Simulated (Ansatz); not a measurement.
Basis-set extrapolation for `O[SiH](O)F` (PBE0-D4/def2-TZVP geometry, frozen core, Ansatz). Multiplicity 1, RHF reference.

```tsv
	cc-pV(T+d)Z	cc-pV(Q+d)Z
HF	-540.151204	-540.178833
MP2 correlation	-0.852855	-0.925823
CCSD(T) correlation	-0.891782	-0.962621
```

Energies in hartree. Use E(X) = E(∞) + A·exp(−5.46·√X) for Hartree–Fock and E(X) = E(∞) + B·X^(−3.05) for correlation, with X = 3 and 4.

What is the CCSD(T) energy at the basis-set limit?

HF limit: -540.178833 + (-0.027629) × 0.30130 = -540.18716. Correlation limit: -0.962621 + (-0.070839) × 0.71189 = -1.01305. Total: -541.20021 hartree, 98.7 kcal/mol below CCSD(T)/cc-pV(T+d)Z.
